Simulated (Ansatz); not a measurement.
## Ansatz (development build ahead of 0.2.0) run

```yaml
crystal:
  periodic: [false, false, false]
  atoms:
    - { symbol: H, position_ang: [2.07789, -0.10742, 0.15955] }
    - { symbol: H, position_ang: [2.30258, -0.11442, -0.09555] }
    - { symbol: H, position_ang: [-0.16021, 2.10842, 0.16871] }
    - { symbol: H, position_ang: [0.07395, 2.04838, -0.17358] }
    - { symbol: H, position_ang: [-2.36973, 0.10093, 0.63147] }
    - { symbol: H, position_ang: [-2.33428, -0.28536, -0.31126] }
    - { symbol: H, position_ang: [0.29885, -2.2888, 0.37325] }
    - { symbol: H, position_ang: [0.1755, -2.50601, -0.37439] }
basis:
  gaussian: { orbitals: def2-SVP }
hamiltonian:
  xc: hf
output:
  forces: true
```

The input is written out in the form of the current development build from the run's settings.

Output:

- Converged: yes
- Total energy: -3.93888 hartree

Forces (eV/Å):
| atom | Fx | Fy | Fz |
| --- | --- | --- | --- |
| H1 | -57.098 | 1.792 | 64.825 |
| H2 | 57.116 | -1.775 | -64.826 |
| H3 | -25.423 | 6.533 | 37.162 |
| H4 | 25.438 | -6.516 | -37.162 |
| H5 | 0.159 | -1.917 | -4.668 |
| H6 | -0.187 | 1.912 | 4.673 |
| H7 | -0.231 | -0.411 | -1.372 |
| H8 | 0.226 | 0.381 | 1.370 |

Caution: stretched shape with no unrestricted run beside it, a lower state can exist.
